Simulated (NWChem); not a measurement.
Species: C4H4N, doublet; SMILES [c]1ccc[nH]1

In the optimisation the excess spin sits in a' (Cs, its own frame).

Question: Give the equilibrium geometry at B3LYP/6-31G* (spherical d), spin-unrestricted (NWChem) as a Z-matrix, with the point group.

Answer: point group Cs; any orientation.
```
C
C 1 1.3771
H 2 1.0806 1 131.48
H 1 1.0824 2 125.76 3 0.00
N 2 1.3875 3 120.94 1 180.00
H 5 1.0078 2 126.06 3 0.00
C 5 1.3610 6 125.97 2 180.00
C 7 1.3687 5 111.17 6 180.00
H 8 1.0797 7 127.71 5 180.00
```
